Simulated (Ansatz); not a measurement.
System: sum formula H$_{3}$GeO$_{3}$ (charge 0, doublet). It need not be the lowest isomer of its formula. 
Structure (B3LYP-D3(BJ)/def2-TZVP (Ansatz, a first-principles code) minimum search):
```
Ge
O 1 1.7935
H 2 0.9649 1 112.77
O 1 1.7935 2 106.46 3 -161.78
H 4 0.9649 1 112.77 2 -48.49
O 1 1.7935 2 106.46 3 -48.49
H 6 0.9649 1 112.77 2 -161.78
```
Charge 0, spin multiplicity 2.

Wanted: atomisation energy (electronic, to ground-state atoms), in kcal/mol. Valence correlation only, unless marked. UHF or UKS for open shells. No spin-orbit coupling. Frozen are the shells of the preceding noble gas and the d and f shells that filled before the atom's block. No relativistic terms. The coupled-cluster limit lacks core correlation, which all-electron functionals hold. CBS(X,Y): correlation extrapolated as X^-3; Hartree-Fock from the larger set. The bracket is a focal-point correction in the basis named.

| level | program | atomisation energy (kcal/mol) | minus last row |
|---|---|---|---|
| HF/6-31G | Ansatz | 306.4 | -286.8 |
| PBE-D4/def2-TZVPD | Ansatz + dftd4 | 602.3 | 9.1 |
| BLYP-D4/def2-TZVPD | Ansatz + dftd4 | 590.5 | -2.7 |
| PBE0/STO-3G | Ansatz | 588.3 | -4.9 |
| PBE0/6-31G* | Ansatz | 550.2 | -43.0 |
| PBE0-D3(BJ)/def2-TZVP | Ansatz + dftd3 | 574.6 | -18.6 |
| PBE0-D4/def2-TZVPD | Ansatz + dftd4 | 576.5 | -16.7 |
| BHLYP-D3(BJ)/def2-TZVPD | Ansatz + dftd3 | 546.7 | -46.5 |
| LC-wPBE-D3(BJ)/def2-TZVPD | Ansatz + dftd3 | 582.7 | -10.5 |
| LC-wPBE/def2-TZVPD | Ansatz | 580.3 | -12.9 |
| B2GP-PLYP-D3(BJ)/def2-TZVPD | Ansatz + dftd3 | 577.6 | -15.6 |
| MP2/STO-3G | Ansatz | 432.5 | -160.7 |
| MP2/6-31G* | Ansatz | 528.2 | -65.0 |
| MP2/cc-pVTZ | Ansatz | 591.6 | -1.6 |
| RI-MP2/CBS(cc-pVTZ,cc-pVQZ) | Ansatz | 615.9 | 22.7 |
| SCS-MP2/aug-cc-pVDZ | Ansatz | 556.6 | -36.6 |
| SCS-MP2/cc-pVDZ | Ansatz | 525.6 | -67.6 |
| CCSD/aug-cc-pVTZ | Ansatz | 562.6 | -30.6 |
| CCSD(T)/STO-3G | Ansatz | 454.6 | -138.6 |
| RI-MP2/CBS(aug-cc-pVTZ,aug-cc-pVQZ)+[CCSD(T)-MP2]/aug-cc-pVDZ | Ansatz | 592.8 | -0.4 |
| RI-MP2/CBS(aug-cc-pVTZ,aug-cc-pVQZ)+[CCSD(T)-MP2]/aug-cc-pVTZ | Ansatz | 593.2 | 0.0 |
